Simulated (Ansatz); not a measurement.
Consider the hydrogenolysis of the Si–Si bond: `[SiH3][SiH]1C[Se]1` + H₂ → `C1[SiH2][Se]1` + SiH₄.

Program: Ansatz. Geometries: PBE0-D4/def2-TZVP. ΔE: electronic, gas phase. CCSD(T)/CBS is the MP2 limit (def2-TZVPP, def2-QZVPP) plus CCSD(T) − MP2 in def2-TZVPP, frozen cores. This one scheme is used for every species. Functionals use def2-TZVPP. B3LYP here is the variant with VWN-RPA as its local correlation; programs differ in this. For Se outer-core shells are correlated without core-valence functions, which leaves a few kJ/mol of doubt a bond. Scalar relativity is left out up to krypton.

`[SiH3][SiH]1C[Se]1`:

Z-matrix (Å, degrees):
```
Si
Si 1 2.326
H 1 1.486 2 109.9
H 1 1.485 2 107.5 3 119.5
H 1 1.489 2 111.2 3 -120.5
C 2 1.848 1 118.4 3 -142.3
Se 2 2.239 1 116.0 3 -76.4
H 2 1.484 1 117.7 3 69.2
H 6 1.085 2 119.3 1 -150.3
H 6 1.085 2 120.1 1 -0.7
```

H₂:

Cartesian coordinates in Å:
```
H -0.057 0.328 -0.169
H 0.057 -0.328 0.169
```

`C1[SiH2][Se]1`:

Z-matrix (Å, degrees):
```
C
Se 1 2.020
Si 1 1.839 2 70.2
H 1 1.085 2 112.0 3 115.4
H 1 1.085 2 112.0 3 -115.4
H 3 1.479 1 118.7 2 -108.0
H 3 1.479 1 118.7 2 108.0
```

SiH₄:

Cartesian coordinates in Å:
```
Si 0.000 0.000 0.000
H -0.120 1.041 1.052
H 1.376 -0.558 0.010
H -0.280 0.603 -1.327
H -0.976 -1.086 0.265
```

```
             level  ΔE (kJ/mol)  difference from CCSD(T)/CBS
            PBE-D4          4.3                         13.7
         r2SCAN-D4         -4.4                          5.0
          B3LYP-D4        -10.3                         -0.9
           ωB97X-V        -13.6                         -4.2
           ωB97M-V        -16.0                         -6.6
            B2PLYP        -18.5                         -9.1
               PBE         -3.0                          6.4
     HF/def2-TZVPP        -43.7                        -34.3
    MP2/def2-TZVPP        -10.4                         -1.0
SCS-MP2/def2-TZVPP        -18.6                         -9.2
CCSD(T)/def2-TZVPP        -13.1                         -3.7
     HF/def2-QZVPP        -44.2                        -34.8
SCS-MP2/def2-QZVPP        -16.6                         -7.2
      HF/CBS(def2)        -44.2                        -34.8
     MP2/CBS(def2)         -6.7                          2.7
    CCSD/CBS(def2)        -15.5                         -6.1
       CCSD(T)/CBS         -9.4                            0
```

Largest T1 diagnostic among the species: 0.012.

From PBE to PBE0 (25 % exact exchange), in def2-TZVPP and without D4, ΔE moves by −5.7 kJ/mol. The D4 term adds +11.8 kJ/mol with B3LYP and +6.7 kJ/mol with PBE0; it sums over pairs of atoms, weighted by their polarisabilities, and B3LYP, whose exchange is more repulsive, gets the larger term. In def2-TZVPP, CCSD(T) changes the Hartree–Fock value by +30.6 kJ/mol (the triples alone add +6.0 kJ/mol) and MP2 by +33.3 kJ/mol.
